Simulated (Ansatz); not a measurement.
Reaction (cleavage of the B–Si bond): `F[SiH2]B[SiH3]` + silanol → `[SiH3]BO[SiH3]` + `F[SiH3]`

Computed with Ansatz on PBE0-D4/def2-TZVP structures; ΔE is electronic, products minus reactants. CCSD(T)/CBS is the MP2 limit (def2-TZVPP, def2-QZVPP) plus CCSD(T) − MP2 in def2-TZVPP, frozen cores. This one scheme is used for every species. Functionals use def2-TZVPP. Each species was taken in one conformer, which may not be the lowest.

```csv
species,B2PLYP energy (Eh)
`F[SiH2]B[SiH3]`,-707.03907
`O[SiH3]`,-367.02731
`[SiH3]BO[SiH3]`,-683.05723
`F[SiH3]`,-391.06889
```

Question: Work out ΔE.

Answer: ΔE = (-683.05723) + (-391.06889) − (-707.03907) − (-367.02731) = -0.05974 Eh = -156.8 kJ/mol. CCSD(T)/CBS gives -149.5 kJ/mol.

Question: What do rigid-rotor, harmonic-oscillator terms from PBE0-D4/def2-TZVP frequencies (298.15 K, 1 bar) make of the CCSD(T)/CBS value? (An estimate is asked.)

Answer: Ansatz gave: ΔZPE = -0.7 kJ/mol, ΔH = -151.2 kJ/mol, ΔS = -16 J/(mol·K), ΔG = -146.4 kJ/mol.

Largest T1 diagnostic among the species: 0.014.

From BLYP to BHLYP (50 % exact exchange), in def2-TZVPP and without D4, ΔE moves by −6.0 kJ/mol. At CCSD(T), def2-SVP lies −22.4 kJ/mol from the extrapolated value and def2-TZVPP −3.0 kJ/mol. Leaving LDA and LC-ωPBE aside and taking each functional with its dispersion term where it has one, the values, not all of them listed here, spread over 20.8 kJ/mol, from CAM-B3LYP-D4 to revPBE-D4. LDA lies −6.2 kJ/mol from PBE without D4.
